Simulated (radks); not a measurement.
The numbers below are computed, except where a source is named.
Valence configurations of W IV (all share [Xe]). Level of theory: Dirac Kohn-Sham, PBE, spin-unpolarised, spherical densities, finite nucleus; open shells fill j = l - 1/2 first; Fermi nuclear charge, rms radius 5.3658 fm (a radial shooting solver on a logarithmic mesh with Libxc functionals). Energies are relative to 4f14 5d3; eigenvalues in eV.

valence           E (eV)  e(4f5/2)  e(4f7/2)  e(5d3/2)  e(6p1/2)  e(6s1/2)
4f14 5d3           0.000   -62.964   -60.723   -31.430         -         -
4f14 5d2.5 6s0.5   1.751   -64.801   -62.560   -32.676         -   -28.914
4f14 5d2 6s1       3.764   -66.685   -64.442   -33.944         -   -29.655
4f14 5d2 6p1      10.464   -67.786   -65.543   -34.833   -23.539         -
4f13.5 5d3 6s0.5  17.616   -69.538   -67.251   -33.651         -   -29.281
4f13.5 5d3 6p0.5  20.940   -70.088   -67.801   -34.103   -22.929         -
4f13 5d3 6s1      38.010   -76.354   -74.020   -35.938         -   -30.375
4f13 5d3.5 6p0.5  38.744   -74.943   -72.610   -35.069   -23.180         -
4f13 5d3 6p1      44.913   -77.441   -75.107   -36.833   -24.050         -
4f12 5d4 6s1      80.094   -86.481   -84.054   -37.891         -   -31.021

NIST lists [Xe] 4f14 5d3 as the ground configuration; this level of theory agrees among the configurations tried. The energies are those of spherical spin-averaged densities, not of single terms.
